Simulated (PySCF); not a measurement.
# Vibration and rotation of ScF

PBEsol constants of ScF, ³Δ (triplet), unpaired electrons σ ↑, δ ↑ (PySCF, no relativity, basis sets Sc def2-TZVPP, F def2-TZVPP; masses 44.9559 and 18.9984 u):

```
ωe                     : 679.8 cm⁻¹
ωexe                   : 3.48 cm⁻¹
Be                     : 0.38068 cm⁻¹
αe                     : 0.00271 cm⁻¹
D (centrifugal)        : 4.77e-07 cm⁻¹
De to Sc (3d1 4s2) + F : 7.00 eV
```

Give the vibrational terms G(v) and spacings up to v = 6.

G(v) = ωe(v+½) − ωexe(v+½)².

| v | G(v) (cm⁻¹) | G(v) − G(v−1) | Bv (cm⁻¹) |
| --- | --- | --- | --- |
| 0 | 339 |  | 0.3793 |
| 1 | 1012 | 673 | 0.3766 |
| 2 | 1678 | 666 | 0.3739 |
| 3 | 2337 | 659 | 0.3712 |
| 4 | 2989 | 652 | 0.3685 |
| 5 | 3634 | 645 | 0.3658 |
| 6 | 4272 | 638 | 0.3631 |

How well does the Morse estimate ωe²/(4ωexe) reproduce De, and what is D0?

It gives 4.12 eV, 59 % of the computed De. D0 = De − G(0) = 7.00 − 0.04 = 6.96 eV.

The metal atom is held in its measured ground configuration; semilocal functionals can put another filling of s and d lower by some tenths of an eV, and De to that atom would be smaller. With d or f electrons several states lie close, and the lowest PBE0 determinant need not be the measured ground state.
